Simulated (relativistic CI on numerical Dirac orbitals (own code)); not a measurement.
Radial parameters of Cs³⁷⁺

Method of calculation: Dirac-Coulomb-Breit CI, orbitals from a KLI potential per configuration, model QED (radiative potential, 1s self-energy scaled to tabulated hydrogen-like ionisation energies), unscaled Slater integrals (own radial code, finite nucleus).

Slater integrals F^k, G^k are unscaled and averaged over j, outside the closed core [Ne]; ζ comes from projecting the Hamiltonian with its Breit term on Σ l·s of the shell.

- 3s2 3p5 3d: ζ(3p) = 449400, F^2(3p,3d) = 372060, G^1(3p,3d) = 393010, G^3(3p,3d) = 263800, ζ(3d) = 60362 cm⁻¹; <r>(3p) = 0.267, <r^2>(3p) = 0.08235, <r>(3d) = 0.2369, <r^2>(3d) = 0.06491 (bohr units).
- 3s 3p6 3d: G^2(3s,3d) = 295210, ζ(3d) = 60711 cm⁻¹; <r>(3s) = 0.2744, <r^2>(3s) = 0.08578, <r>(3d) = 0.2371, <r^2>(3d) = 0.06503 (bohr units).
- 3s2 3p5 4s: ζ(3p) = 455450, G^1(3p,4s) = 48386 cm⁻¹; <r>(3p) = 0.2654, <r^2>(3p) = 0.08137, <r>(4s) = 0.5211, <r^2>(4s) = 0.3054 (bohr units).

Averages of the first 10 configurations, taken without configuration mixing, which lowers the lowest level and can move excited configurations by several eV; other configurations of the list can lie among them:

| Configuration | Parity | States | Average energy above the lowest level (eV) |
| --- | --- | --- | --- |
| 3s2 3p6 | even | 1 | 0.4 |
| 3s2 3p5 3d | odd | 60 | 213.3 |
| 3s 3p6 3d | even | 20 | 408.7 |
| 3s2 3p5 4s | odd | 12 | 1219.2 |
| 3s2 3p5 4p | even | 36 | 1291.6 |
| 3s2 3p5 4d | odd | 60 | 1379.3 |
| 3p6 3d 4p | odd | 60 | 1895.3 |
| 3s 3p6 4s | even | 4 | 1415.8 |
| 3p6 3d2 | even | 45 | 825.3 |
| 3p5 3d3 | odd | 720 | 1036.6 |
